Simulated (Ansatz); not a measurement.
Reaction (formal hydrolysis of the In–Cl bond): `C[CH2][In]([Cl])[Cl]` + H₂O → `C[CH2][In]([OH])[Cl]` + HCl

Gas-phase electronic energies from Ansatz, PBE0-D4/def2-TZVP geometries. CCSD(T)/CBS adds triple-zeta CCSD(T) − MP2 to the extrapolated MP2 energy (def2 sets, frozen cores). This one scheme is used for every species. DFT in def2-TZVPP. HSE06 is defined as in plane-wave codes. Elements past krypton have def2 core potentials. For In outer-core shells are correlated without core-valence functions, which leaves a few kJ/mol of doubt a bond. One conformer a species, not always the lowest.

`C[CH2][In]([Cl])[Cl]`:

```xyz
10

C     1.324   -0.143    0.514
C    -0.174   -0.319    0.698
In   -1.329    0.347   -0.982
Cl   -0.342    1.325   -2.852
Cl   -3.639    0.212   -1.205
H     1.702   -0.709   -0.340
H     1.862   -0.492    1.401
H     1.598    0.901    0.354
H    -0.552    0.241    1.557
H    -0.451   -1.363    0.855
```

H₂O:

```xyz
3

O     0.216   -0.091    0.310
H    -0.245    0.733    0.143
H     0.029   -0.642   -0.453
```

`C[CH2][In]([OH])[Cl]`:

Z-matrix (Å, degrees):
```
C
C 1 1.520
H 1 1.094 2 110.6
H 1 1.092 2 112.0 3 119.9
H 1 1.092 2 112.0 3 -119.9
In 2 2.149 1 113.1 3 -180.0
H 2 1.093 1 111.8 3 -59.8
H 2 1.093 1 111.8 3 59.9
Cl 6 2.335 2 119.2 1 -0.1
O 6 1.979 2 132.6 1 179.8
H 10 0.960 6 113.3 2 0.1
```

HCl:

```xyz
2

Cl    0.622   -0.129   -0.076
H    -0.622    0.129    0.076
```

| level | ΔE (kcal/mol) | difference from CCSD(T)/CBS |
| --- | --- | --- |
| LDA (SPW92) | 21.1 | -1.1 |
| revPBE-D4 | 21.4 | -0.8 |
| r2SCAN-D4 | 22.5 | 0.3 |
| PBE0-D4 | 23.8 | 1.6 |
| ωB97X-V | 22.3 | 0.1 |
| ωB97M-V | 22.7 | 0.5 |
| BLYP | 20.4 | -1.8 |
| HSE06 | 23.7 | 1.5 |
| BHLYP | 24.2 | 2.0 |
| CAM-B3LYP | 21.7 | -0.5 |
| LC-ωPBE | 21.9 | -0.3 |
| SCS-MP2/def2-TZVPP | 21.7 | -0.5 |
| CCSD(T)/def2-TZVPP | 21.7 | -0.5 |
| HF/def2-QZVPP | 26.5 | 4.3 |
| HF/CBS(def2) | 26.5 | 4.3 |
| CCSD/CBS(def2) | 22.8 | 0.6 |
| CCSD(T)/CBS | 22.2 | 0 |

Task: What do rigid-rotor, harmonic-oscillator terms from PBE0-D4/def2-TZVP frequencies (298.15 K, 1 bar) make of the CCSD(T)/CBS value? (An estimate is asked.)

Result: The calculation gave: ΔZPE = -1.7 kcal/mol, ΔH = +20.3 kcal/mol, ΔS = -6 J/(mol·K), ΔG = +20.7 kcal/mol. Modes under 50 cm⁻¹ make the entropy rough.

Largest T1 diagnostic among the species: 0.014.

From r2SCAN to r2SCAN0 (25 % exact exchange), in def2-TZVPP and without D4, ΔE moves by +1.8 kcal/mol. In def2-TZVPP, CCSD(T) changes the Hartree–Fock value by −5.0 kcal/mol (the triples alone add −0.6 kcal/mol) and MP2 by −4.5 kcal/mol.
